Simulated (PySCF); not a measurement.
C5H5N2 (doublet state).
Cartesian coordinates in Å at the GFN2-xTB level; atoms count from 1:
```xyz
12
C5H5N2 angstrom
C     -0.8107    1.3314   -0.3425
C     -0.2188    0.0242   -0.0541
C     -0.7514   -1.3749    0.1378
N      0.6176   -1.7475    0.5589
C      1.0307   -0.4921    0.3214
C      2.3068    0.0829    0.4495
N      3.3292    0.5948    0.5376
H     -0.0440    2.1002   -0.4142
H     -1.3778    1.2886   -1.2755
H     -1.5202    1.6063    0.4433
H     -1.4964   -1.5160    0.9215
H     -1.0637   -1.8984   -0.7656
```

As a line formula: `C[C]1CN=C1C#N` [radical].

Method used: UKS B3LYP, pcH-1 on C H N, non-relativistic, mean-field spin-orbit, GIAO (PySCF 2.14.0). Geometry: GFN2-xTB; no solvent, vibrations or thermal averaging. The geometry wasn't refined by DFT: couplings that depend on bond lengths, twists or pyramidal angles can differ widely from those at the functional's own minimum. The SCF solution wasn't tested for stability. ⟨S²⟩ is 0.783 where a pure state has 0.75.

**Question.** Match the computed a_iso(13C) values +66.0, -50.6, -28.4, -22.5, +7.9 MHz with the sites C1; C2; C3; C5; C6.

**Answer.** 
| site | a_iso (MHz) | ρ(0) (bohr⁻³) | position | distance from C2 (Å) | spin population | largest \|T\| (MHz) |
| --- | --- | --- | --- | --- | --- | --- |
| C1 | -22.5 | -0.0200 | 1 bond from C2 | 1.46 | -0.05 | 2.1 |
| C2 | +66.0 | +0.0587 | largest spin population | 0.00 | +0.66 | 105.5 |
| C3 | -28.4 | -0.0253 | 1 bond from N4 | 1.51 | -0.07 | 1.8 |
| C5 | -50.6 | -0.0450 | 1 bond from N4 | 1.40 | -0.22 | 27.3 |
| C6 | +7.9 | +0.0070 | 2 bonds from N4 | 2.58 | +0.04 | 2.8 |

**Question.** The isotropic 14N couplings are +21.3, -1.3 MHz. Assign them to N4; N7.

**Answer.** 
| site | a_iso (MHz) | ρ(0) (bohr⁻³) | position | distance from C2 (Å) | spin population | largest \|T\| (MHz) |
| --- | --- | --- | --- | --- | --- | --- |
| N4 | +21.3 | +0.0659 | a main spin site | 2.05 | +0.61 | 56.9 |
| N7 | -1.3 | -0.0040 | 3 bonds from N4 | 3.64 | -0.05 | 4.0 |

**Question.** The isotropic 1H couplings, averaged over equivalent nuclei, are +56.8, +19.0 MHz. Assign them to H8/H9/H10; H11/H12.

**Answer.** 
| site | a_iso (MHz) | ρ(0) (bohr⁻³) | position | distance from C2 (Å) | bound to | spin population there | largest \|T\| (MHz) |
| --- | --- | --- | --- | --- | --- | --- | --- |
| H8/H9/H10 | +56.8 | +0.0127 | 2 bonds from C2 | 2.11 | C1 | -0.05 | 6.5 |
| H11/H12 | +19.0 | +0.0042 | 2 bonds from N4 | 2.22 | C3 | -0.07 | 7.4 |

ρ(0) is the spin density at the nucleus and T the dipolar tensor; entries for several nuclei are means. The largest Mulliken spin populations are on C2 (+0.66), N4 (+0.61), C5 (-0.22) and C3 (-0.07). The angles at C2 add up to 359.6°, so it is planar. Main spin sites, with 60 % or more of the largest population: C2, N4; positions count bonds from the nearest.

Nuclei that the bonding pattern makes equivalent are averaged, as if the motion that swaps them (rotation, inversion, ring flip) were fast. The three 1H nuclei of mean +56.8 MHz run from 3.3 to 92.4 MHz in the frozen geometry.
